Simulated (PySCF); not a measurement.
GeOF, SMILES [O]=[Ge][F], multiplicity 2. Geometry optimised at B3LYP-D3(BJ)/def2-TZVP.

The numbers are results of B3LYP-D3(BJ)/def2-TZVP in PySCF, not measurements.

Harmonic wavenumbers (cm⁻¹): 176, 648, 728. Rotational constants (GHz): 25.25, 6.794, 5.353; symmetry number 1.

Q: Work out the zero-point energy and the ideal-gas rigid-rotor harmonic-oscillator thermochemistry at 298.15 K and 1 atm.

A: ZPE = ½ Σ hcν = ½ × 1552 cm⁻¹ = 9.28 kJ/mol. H − E(el) = 21.39 kJ/mol. Entropy in J/(mol K): translation 167.10, rotation 97.80, vibration 12.62, spin 5.76, total 283.28. G − E(el) = -63.07 kJ/mol. Cp = 48.24 J/(mol K).
